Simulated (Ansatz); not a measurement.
Ansatz (a first-principles code) job for (1S)-1-bromo-1-chloroethane (C2H4BrCl), SMILES [C@H](Br)(C)Cl, PBE-D3(BJ)/def2-SVP. 

Ansatz 0.2 input:
```yaml
crystal:
  periodic: [false, false, false]
  atoms:
    - {symbol: C, position_ang: [-1.67011952, -1.03216461, 0.28897817]}
    - {symbol: C, position_ang: [-0.21726613, -0.66073005, 0.48058298]}
    - {symbol: Cl, position_ang: [0.85336120, -1.71273077, -0.50099936]}
    - {symbol: Br, position_ang: [0.07986257, 1.24060128, 0.04709835]}
    - {symbol: H, position_ang: [-1.96699370, -0.90167519, -0.76117810]}
    - {symbol: H, position_ang: [-1.81728914, -2.08651645, 0.57070276]}
    - {symbol: H, position_ang: [-2.30802230, -0.39822395, 0.92247329]}
    - {symbol: H, position_ang: [0.11428886, -0.76083817, 1.51918234]}
basis:
  gaussian:
    orbitals: def2-SVP
hamiltonian:
  xc: pbe
  dispersion: d3bj
relax: {f_tol: 0.002, max_steps: 200}
```

Program output:

```
WARN ansatz: RAYON_NUM_THREADS=1 ignored (pool sized by the plan → 1); use --threads N
Functional definition: PBE
integrals: 0.05 GiB planned
1088 factors; their error is unknown
mean field: 0.25 GiB planned
mean field evaluation 1: about -84669.3912 eV, gradient 5.1e1 eV
mean field evaluation 2: about -84656.5568 eV, gradient 8.3e1 eV
mean field evaluation 4: about -84675.7146 eV, gradient 6.2e0 eV
mean field evaluation 8: about -84675.8012 eV, gradient 4.4e-2 eV
mean field evaluation 16: about -84675.7122 eV, gradient 1.1e-4 eV
mean field -84675.71224335 eV, -3111.7750296838 hartree, gradient 2.2e-5 eV, S^2 0.000000; 0 other end points of the search recorded, 0 dependent functions left out
the calculation of the forces begins
reference -84675.71227311 eV, -3111.7750307778 hartree; 34, 34 occupied and 64, 64 virtual orbitals, 1088 factors
relax step   1: F+E_penalty+E_count = -84675.90622351 eV  Δ(F+E_penalty+E_count) = +0.000e0 eV  max|allowed force component| = 2.991e-1 eV/Å  Δτ_max = 0.0000 Å  (27 SCF iters, accepted)
these checks for a lower state are left out or cut short: starts, cluster_reference, orbital_swaps, neighbouring_geometries, increment
integrals: 0.05 GiB planned
1088 factors; their error is unknown
mean field: 0.25 GiB planned
mean field -84675.71665258 eV, -3111.7751917202 hartree, gradient 2.1e-5 eV, S^2 0.000000; 0 other end points of the search recorded, 0 dependent functions left out
the calculation of the forces begins
reference -84675.71668238 eV, -3111.7751928153 hartree; 34, 34 occupied and 64, 64 virtual orbitals, 1088 factors
relax step   2: F+E_penalty+E_count = -84675.91041464 eV  Δ(F+E_penalty+E_count) = -4.191e-3 eV  max|allowed force component| = 8.167e-2 eV/Å  Δτ_max = 0.0078 Å  (31 SCF iters, accepted)
these checks for a lower state are left out or cut short: starts, cluster_reference, orbital_swaps, neighbouring_geometries, increment
integrals: 0.05 GiB planned
1088 factors; their error is unknown
mean field: 0.25 GiB planned
mean field -84675.71707358 eV, -3111.7752071916 hartree, gradient 2.4e-5 eV, S^2 0.000000; 0 other end points of the search recorded, 0 dependent functions left out
the calculation of the forces begins
reference -84675.71710338 eV, -3111.7752082869 hartree; 34, 34 occupied and 64, 64 virtual orbitals, 1088 factors
relax step   3: F+E_penalty+E_count = -84675.91076925 eV  Δ(F+E_penalty+E_count) = -3.546e-4 eV  max|allowed force component| = 9.685e-3 eV/Å  Δτ_max = 0.0036 Å  (23 SCF iters, accepted)
these checks for a lower state are left out or cut short: starts, cluster_reference, orbital_swaps, neighbouring_geometries, increment
integrals: 0.05 GiB planned
1088 factors; their error is unknown
mean field: 0.25 GiB planned
mean field evaluation 32: about -84675.8084 eV, gradient 2.1e-1 eV
mean field -84675.71709262 eV, -3111.7752078912 hartree, gradient 5.8e-6 eV, S^2 0.000000; 0 other end points of the search recorded, 0 dependent functions left out
the calculation of the forces begins
reference -84675.71712242 eV, -3111.7752089865 hartree; 34, 34 occupied and 64, 64 virtual orbitals, 1088 factors
relax step   4: F+E_penalty+E_count = -84675.91077445 eV  Δ(F+E_penalty+E_count) = -5.192e-6 eV  max|allowed force component| = 4.760e-3 eV/Å  Δτ_max = 0.0012 Å  (22 SCF iters, accepted)
these checks for a lower state are left out or cut short: starts, cluster_reference, orbital_swaps, neighbouring_geometries, increment
integrals: 0.05 GiB planned
1088 factors; their error is unknown
mean field: 0.25 GiB planned
mean field -84675.71708917 eV, -3111.7752077646 hartree, gradient 3.3e-5 eV, S^2 0.000000; 0 other end points of the search recorded, 0 dependent functions left out
the calculation of the forces begins
reference -84675.71711898 eV, -3111.7752088600 hartree; 34, 34 occupied and 64, 64 virtual orbitals, 1088 factors
relax step   5: F+E_penalty+E_count = -84675.91077610 eV  Δ(F+E_penalty+E_count) = -1.650e-6 eV  max|allowed force component| = 3.064e-3 eV/Å  Δτ_max = 0.0004 Å  (18 SCF iters, accepted)
these checks for a lower state are left out or cut short: starts, cluster_reference, orbital_swaps, neighbouring_geometries, increment
integrals: 0.05 GiB planned
1088 factors; their error is unknown
mean field: 0.25 GiB planned
mean field -84675.71708705 eV, -3111.7752076865 hartree, gradient 2.0e-5 eV, S^2 0.000000; 0 other end points of the search recorded, 0 dependent functions left out
the calculation of the forces begins
reference -84675.71711685 eV, -3111.7752087819 hartree; 34, 34 occupied and 64, 64 virtual orbitals, 1088 factors
relax step   6: F+E_penalty+E_count = -84675.91077644 eV  Δ(F+E_penalty+E_count) = -3.446e-7 eV  max|allowed force component| = 6.911e-4 eV/Å  Δτ_max = 0.0001 Å  (18 SCF iters, accepted)
integrals: 0.05 GiB planned
1088 factors; their error is unknown
mean field: 0.25 GiB planned
mean field evaluation 64: about -84675.7171 eV, gradient 9.6e-6 eV
mean field -84675.71708705 eV, -3111.7752076865 hartree, gradient 2.0e-5 eV, S^2 0.000000; 1 other end points of the search recorded, 0 dependent functions left out
the calculation of the forces begins
reference -84675.71711685 eV, -3111.7752087819 hartree; 34, 34 occupied and 64, 64 virtual orbitals, 1088 factors
Total energy: -84675.91080625 eV, -3111.7823267358 hartree
Atom 0 at    -1.670167    -1.032245     0.288145 Å, force    -0.000535     0.000451     0.000376 eV/Å
Atom 1 at    -0.215881    -0.661851     0.479666 Å, force    -0.000183    -0.000250     0.000253 eV/Å
Atom 2 at     0.855030    -1.713258    -0.502527 Å, force     0.000691    -0.000235    -0.000283 eV/Å
Atom 3 at     0.079842     1.243093     0.046637 Å, force     0.000036     0.000144    -0.000094 eV/Å
Atom 4 at    -1.969826    -0.901089    -0.769225 Å, force     0.000134     0.000030     0.000014 eV/Å
Atom 5 at    -1.820366    -2.093623     0.571973 Å, force     0.000119     0.000015     0.000022 eV/Å
Atom 6 at    -2.312612    -0.393578     0.925603 Å, force    -0.000255    -0.000109    -0.000068 eV/Å
Atom 7 at     0.121802    -0.759727     1.526568 Å, force    -0.000007    -0.000047    -0.000220 eV/Å
Dipole moment:    -0.282488    -0.154446     0.223793 e Å
```

The calculation finished and met its thresholds.

Cost: about 16 core-seconds (a rough figure).
